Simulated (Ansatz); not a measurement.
Computed with Ansatz on PBE0-D4/def2-TZVP structures; ΔE is electronic, products minus reactants. CCSD(T)/CBS is the MP2 limit (def2-TZVPP, def2-QZVPP) plus CCSD(T) − MP2 in def2-TZVPP, frozen cores. This one scheme is used for every species. DFT in def2-TZVPP. Each species was taken in one conformer, which may not be the lowest.

`C=C[CH2][AlH][CH3]` + HCl → `C=C[CH2][AlH][Cl]` + CH₄  (ligand exchange at the Al–C bond)

```json
{"level": "PBE-D4", "ΔE (kJ/mol)": "-159.8"}
{"level": "BHLYP-D4", "ΔE (kJ/mol)": "-180.6"}
{"level": "PBE-QIDH", "ΔE (kJ/mol)": "-171.2"}
{"level": "r2SCAN0", "ΔE (kJ/mol)": "-172.9"}
```

Problem. What does CCSD(T)/CBS give? (Best estimate.)

Solution. The calculation gave: -171.5 kJ/mol. The listed levels differ from it by 11.7, -9.1, 0.3, -1.4 kJ/mol.

Largest T1 diagnostic among the species: 0.012.

Leaving LDA and LC-ωPBE aside and taking each functional with its dispersion term where it has one, the values spread over 20.8 kJ/mol, from BHLYP-D4 to PBE-D4. LDA lies +8.0 kJ/mol from PBE without D4. At CCSD(T), def2-SVP lies −6.1 kJ/mol from the extrapolated value and def2-TZVPP +3.0 kJ/mol.

CCSD(T)/CBS has its own doubt, a few kJ/mol and more with outer-core shells, so smaller differences from it don't rank the levels.
